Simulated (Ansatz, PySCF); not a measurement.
Reaction (SMILES): [Cs][Cs] -> [Cs][Cs+] + e-
Geometries: B3LYP-D3(BJ)/def2-TZVP minima from Ansatz (a program for electronic structure). Unstable Hartree-Fock reference: [Cs][Cs]. High T1 diagnostic, so coupled cluster is less sure: [Cs][Cs].

Wanted: adiabatic ionisation energy (0 K, with B3LYP-D3(BJ) harmonic zero-point energies from PySCF), in eV. Correlated levels leave the core frozen unless marked. UHF or UKS for open shells. No spin-orbit coupling. The frozen core is the preceding noble-gas configuration, with the filled d and f shells of earlier blocks. The outer core of K, Ca and their heavier congeners is not correlated, a term that matters for these elements. Past Kr the def2 sets carry scalar-relativistic core potentials. 

```csv
level,program,adiabatic ionisation energy (eV)
BLYP-D3(BJ)/def2-TZVPD,Ansatz + dftd3,3.43
revPBE/def2-TZVPD,Ansatz,3.59
r2SCAN/def2-TZVPD,Ansatz,3.36
PBE0-D4/def2-TZVP,Ansatz + dftd4,3.46
BHLYP-D3(BJ)/def2-TZVPD,Ansatz + dftd3,3.27
BHLYP-D4/def2-TZVPD,Ansatz + dftd4,3.09
r2SCANh/def2-TZVPD,Ansatz,3.37
r2SCAN0-D4/def2-TZVPD,Ansatz + dftd4,3.35
LC-wPBE-D3(BJ)/def2-TZVPD,Ansatz + dftd3,3.05
LC-wPBE-D4/def2-TZVPD,Ansatz + dftd4,3.02
LC-wPBE/def2-TZVPD,Ansatz,3.21
CCSD/def2-SVP,Ansatz,3.20
CCSD(T)/def2-SVPD,Ansatz,3.20
CCSD(T)/def2-QZVPPD,Ansatz,3.19
```
